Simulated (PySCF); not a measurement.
```xyz
4
charge 1 multiplicity 1, angstrom
Ti    0.0000    0.2573    0.0000
F     0.0000   -0.2117    1.6208
F     1.4036   -0.2117   -0.8104
F    -1.4036   -0.2117   -0.8104
```

Level of theory: PBE0/[Ti def2-TZVP, F def2-TZVP], no relativity, density fitting, PySCF.

This geometry of TiF₃⁺ is a stationary point at this level.

(1) What is the point group?

(2) Is it a minimum?

(3) List the harmonic modes with their infrared intensities.

(4) Give the ideal-gas entropy at 298.15 K and 1 bar by parts.

## Answers

(1) C3v.

(2) Yes: all harmonic wavenumbers are real.

(3) 
```tsv
symmetry	ω (cm⁻¹)	IR (km/mol, summed over degenerate members)	type
a1	165	69.8	bend
e	220	17.8	bend
a1	832	20.8	stretch
e	914	534	stretch
```

(4) translation 166.9, rotation 96.7, vibration 28.7, spin 0.0; total 292.3 J/(mol K).

Only a few start shapes were tried, so a lower isomer may exist.
